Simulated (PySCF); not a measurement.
**BrReN, quartet: structure and spectrum**

Computed with UPBE0/[Re def2-SVP with ECP60, N def2-SVP, Br def2-SVP], scalar-relativistic core potentials, density fitting, no spin–orbit coupling, PySCF.

The structure is a minimum.

* Point group: Cs
* Bond lengths: Re–Br 2.454 Å, Re–N 1.645 Å
* Bond angles: Br–Re–N 128.5°
* Heat capacity Cp at 298.15 K: 49.6 J/(mol K)
* Highest occupied level (α): -6.77 eV
* Dipole moment: 1.94 D
* Rotational constants: 0.8633, 0.04465, 0.04246 cm⁻¹
* Principal polarisabilities: 43.1, 51.0, 81.4 bohr³
* Atomisation energy without zero-point energy: 806 kJ/mol
* Entropy at 298.15 K and 1 bar (electronic part: spin only): 320.3 J/(mol K)
* Principal quadrupole moments (Buckingham, traceless) about the centre of mass: -7.65, 2.45, 5.20 D Å
* Lowest empty level (β): -3.72 eV
* Spin squared ⟨S²⟩: 3.808
* Enthalpy at 298.15 K above 0 K: 12.99 kJ/mol
* Zero-point energy: 9.2 kJ/mol
* Rotational symmetry number: 1

Harmonic modes (masses in u: Re 186.956, N 14.003, Br 78.918):
```tsv
symmetry	ω (cm⁻¹)	IR (km/mol)	type
a'	137	1.7	bend
a'	253	26.3	stretch
a'	1148	68.5	stretch
```

Charges (e):
| atom | Mulliken | Löwdin | polar tensor | spin (Mulliken) | Mayer order to Re1 |
| --- | --- | --- | --- | --- | --- |
| Re1 | 0.51 | -0.04 | 0.96 | 3.16 | – |
| N2 | -0.19 | 0.01 | -0.47 | -0.24 | 2.83 |
| Br3 | -0.31 | 0.03 | -0.49 | 0.08 | 1.04 |

Mulliken populations on Re1 (electrons outside its core potential): s 2.87, p 6.32, d 5.24, f 0.06.

Outer orbital energies (eV). α occupied: -10.97, -10.82, -10.17, -9.75, -9.08, -8.36, -8.07, -6.77; empty: -2.73, -1.91, -0.19, 0.35. β occupied: -21.60, -20.99, -11.07, -10.56, -10.38, -9.47, -8.85, -8.51; empty: -3.72, -3.34, -2.96, -1.94.

Formally Re is in oxidation state +4, d3, with 3 unpaired electrons (the high-spin count). The Mulliken spin on Re is 3.16. The polar-tensor charge on Re, 0.96, is far below the formal one.

This need not be the most stable arrangement of these atoms. With open d or f shells other occupations or spin states may lie lower. No spin–orbit coupling is included, which matters more the heavier the element.

The final relaxation and frequency run took about 7 core-minutes on a shared host.
